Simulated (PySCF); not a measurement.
Species: CH14N2OSi4.
SMILES with atom numbers: `[CH3:1][SiH2:2][N:3]([SiH3:4])[Si@:5]([NH2:6])([OH:7])[SiH3:8]` (hydrogens: H9, H10, H11 on C1; H12, H13 on Si2; H14, H15, H16 on Si4; H17, H18 on N6; H19 on O7; H20, H21, H22 on Si8)

Structure used (GFN2-xTB), in Å, numbered top down from 1:
```
atom  x, y, z in Å
C1     2.7739   -0.5738   -1.0007
Si2    1.2272    0.3674   -1.5771
N3     0.1252    0.6354   -0.2560
Si4    0.1974    2.0919    0.6785
Si5   -0.8730   -0.6856    0.3294
N6    -0.1241   -1.1422    1.8302
O7    -0.7926   -1.9894   -0.6411
Si8   -3.1103   -0.1838    0.2788
H9     2.5118   -1.4338   -0.3899
H10    3.3592   -0.9280   -1.8443
H11    3.4168    0.0648   -0.4009
H12    0.5099   -0.4034   -2.5995
H13    1.5927    1.6817   -2.1115
H14    1.2957    2.0512    1.6569
H15   -1.0799    2.2017    1.3904
H16    0.3896    3.2116   -0.2397
H17   -0.5114   -1.9311    2.3244
H18    0.0864   -0.4074    2.4854
H19    0.0467   -2.4047   -0.8231
H20   -3.9609   -1.3639    0.0691
H21   -3.5224    0.7992   -0.7298
H22   -3.5680    0.3618    1.5697
```

Computed at PBE0/pcSseg-1 (PySCF, non-relativistic), with Q(14N) = 0.02044 b, Q(17O) = −0.0256 b: N3, 14N (I = 1): χzz = -2.766 MHz, η = 0.078; N6, 14N (I = 1): χzz = -3.972 MHz, η = 0.437; O7, 17O (I = 5/2): χzz = -9.017 MHz, η = 0.383.

Find the zero-field quadrupole resonance frequencies of 14N at N3.

From ν± = (3/4)|χ|(1 ± η/3) and ν0 = |χ|η/2: ν+ 2.129 MHz, ν− 2.020 MHz, ν0 0.108 MHz (nitrogen bridging silicon atoms).

Where would the pure quadrupole (NQR) lines of 14N at N6 fall for the rigid, isolated species?

From ν± = (3/4)|χ|(1 ± η/3) and ν0 = |χ|η/2: ν+ 3.413 MHz, ν− 2.545 MHz, ν0 0.868 MHz (silicon-bound nitrogen).

Find the zero-field quadrupole resonance frequencies of 17O at O7.

From the eigenvalues of H = χ/[4I(2I − 1)] × [3Iz² − I(I + 1) + η(Ix² − Iy²)], steps between neighbouring levels, labelled as for η = 0: ±1/2↔±3/2 1.554 MHz, ±3/2↔±5/2 2.632 MHz (silanol oxygen).

In a crystal, neighbours and librations shift these lines. GFN2-xTB bond lengths can be off by several hundredths of an ångström, more for odd bonds, and the gradients follow them. With a basis this small, the couplings can be 20 % off.

One conformer stands for the species.
